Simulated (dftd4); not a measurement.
C₇H₅N, charge -1, doublet, at a GFN2-xTB geometry (a state made from the parent by changing its charge; the spin is typed, not shown lowest); D4 for b97d in dftd4 4.2.0.

Here is a job for dftd4.
```
$ dftd4 mol.xyz --func b97d --charge -1 --json dftd4.json --noedisp

# file mol.xyz
13

N      3.14477028     0.55962815     0.02102041
C      1.98836060     0.35383906     0.01329069
C      0.63963724     0.11382676     0.00427549
C     -0.31643688     1.18338098     0.09267460
C     -1.65509743     0.92942545     0.08252361
C     -2.15309489    -0.38315438    -0.01439181
C     -1.23165529    -1.44313803    -0.10181937
C      0.11244861    -1.21968175    -0.09403811
H      0.05563323     2.20050760     0.16787074
H     -2.36035453     1.75536716     0.15055924
H     -3.21939165    -0.57290741    -0.02151920
H     -1.60774906    -2.46151173    -0.17708301
H      0.81349831    -2.04584114    -0.16206125
```

What the program printed (banner, timings and long lists left out):

```
                    ____  _____ _____     ____  _  _
      -------------|  _ \|  ___|_   _|---|  _ \| || |------------
     |             | | | | |_    | | ___ | | | | || |_           |
     |             | |_| |  _|   | ||___|| |_| |__   _|          |
     |             |____/|_|     |_|     |____/   |_|            |
     |             ===================================           |
     |            E. Caldeweyher, S. Ehlert & S. Grimme          |
     |          Mulliken Center for Theoretical Chemistry        |
     |                    University of Bonn                     |
      -----------------------------------------------------------

Rational (Becke-Johnson) damping: b97d-D4-ATM
---------------------
  s6         1.0000
  s8         1.6946
  s9         1.0000
  a1         0.2890
  a2         4.1341
 alp        16.0000
--------------------

Dispersion energy:      -5.8165836592905E-02 Eh

[Info] JSON dump of results written to 'dftd4.json'
```
